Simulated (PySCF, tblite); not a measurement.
Isomers of C7H8. Calculated harmonic vibrations of the isolated species, GFN2-xTB (tblite), most abundant isotopes, no scaling. This tight-binding method is rough: wavenumbers can miss measured ones by several per cent, in bad cases by 10 to 20. One conformer each.

Electronic energies: PBE0/pcSseg-1 single points on the GFN2-xTB geometries (PySCF, gas phase).

```csv
SMILES,"electronic energy, lowest = 0 (kJ/mol)"
Cc1ccccc1,0.0
C#CC#CCCC,357.7
C#C/C=C(/C)C=C,299.1
```

How do GFN2-xTB zero-point energies change the relative energies?

```csv
SMILES,ZPE (kJ/mol),of it from modes above 1550 cm⁻¹,electronic (kJ/mol),"with ZPE, lowest = 0 (kJ/mol)",lowest mode (cm⁻¹),rings
Cc1ccccc1,327.4,165.4,0.0,0.0,14i,1
C#C/C=C(/C)C=C,314.4,181.4,299.1,286.1,106,0
C#CC#CCCC,317.2,173.0,357.7,347.5,67,0
```

The zero-point energies span 13.0 kJ/mol, from `C#C/C=C(/C)C=C` to `Cc1ccccc1`. Slightly imaginary modes are left out of the zero-point energy: `Cc1ccccc1` 13.5i cm⁻¹. The order is unchanged.

And how do the electronic energies of GFN2-xTB itself compare?

`Cc1ccccc1` 0.0; `C#C/C=C(/C)C=C` 283.6; `C#CC#CCCC` 306.1 kJ/mol, lowest = 0. Against the energies above, taken from the same isomer `Cc1ccccc1`, the largest difference is 51.6 kJ/mol.
